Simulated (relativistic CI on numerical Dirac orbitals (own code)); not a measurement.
Racah parameters of the free ion Mo3+ from its measured terms

Problem. The configuration 4s2.4p6.4d3 of Mo3+ has the measured levels 4F: 0.0 (J = 3/2), 778.0 (J = 5/2), 1759.8 (J = 7/2), 2864.6 (J = 9/2); 4P: 10337.8 (J = 1/2), 10330.6 (J = 3/2), 11612.0 (J = 5/2); 2G: 11580.5 (J = 7/2), 12310.8 (J = 9/2) cm⁻¹ (Sugar and Musgrove, J. Phys. Chem. Ref. Data 17, 155 (1988)). Find B and C, and predict the term 2H.

Working.
1. Centres of gravity, weighted by 2J + 1: 4F 1692.6, 4P 10972.5, 2G 11986.2 cm⁻¹.
2. 4P − 4F = 15B gives B = 9279.9/15 = 619 cm⁻¹.
3. 2G − 4F = 4B + 3C gives C = (10293.7 − 2474.6)/3 = 2606 cm⁻¹, and C/B = 4.21.
4. 2H − 4F = 9B + 3C = 13387 cm⁻¹.

Check. The measured centre of 2H lies 14500 cm⁻¹ above that of 4F, so the two-parameter theory misses by -1113 cm⁻¹; fits add the Trees term αL(L + 1) for such residues. In a CI calculation the 4P level holds 14 % of 4s2.4p6.4d3 2P, a mixing that shifts it and so biases the parameters. The calculated radial integrals (Dirac-KLI orbitals, unscaled: F² = 62609, F⁴ = 41105 cm⁻¹) give B = F²/49 − 5F⁴/441 = 812 and C = 35F⁴/441 = 3262 cm⁻¹, so the measured B is 76 % and C 80 % of them. A complex lowers B further; the nephelauxetic ratio is taken against the free-ion value found here.
